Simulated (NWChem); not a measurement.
Molecule: CH$_{3}$F$_{3}$OSi; SMILES OC[Si](F)(F)F

```xyz
9

O      0.1804     2.3100    -0.0212
C     -0.7985     1.3042    -0.1423
Si    -0.0324    -0.3879    -0.0251
F      0.7962    -0.8144    -1.3275
F     -1.1145    -1.5402     0.2472
F      0.9988    -0.3785     1.2093
H      0.5966     2.2272     0.8443
H     -1.6184     1.3986     0.5988
H     -1.2755     1.4219    -1.1290
```
Atoms are numbered in this order, from 1.

Coordinates come from a PBE0/def2-SVP optimisation.

 Unshifted, non-relativistic core excitations; the lowest 4 roots alone, so stronger bands may lie above.

Problem. List the first Si K-edge excitations from BHandHLYP/6-311G** (spherical d), restricted-window TDA (NWChem).

Solution. 
```csv
state,energy (eV),dipole oscillator strength,leading excitation (squared amplitude)
S1,1826.8,0.0064,1s of atom 3 or its equivalents → LUMO (0.41)
S2,1827.0,0.0021,1s of atom 3 or its equivalents → LUMO+1 (0.27)
S3,1827.2,0.0064,1s of atom 3 or its equivalents → LUMO+2 (0.53)
S4,1829.3,0.0036,1s of atom 3 or its equivalents → LUMO+3 (0.46)
```
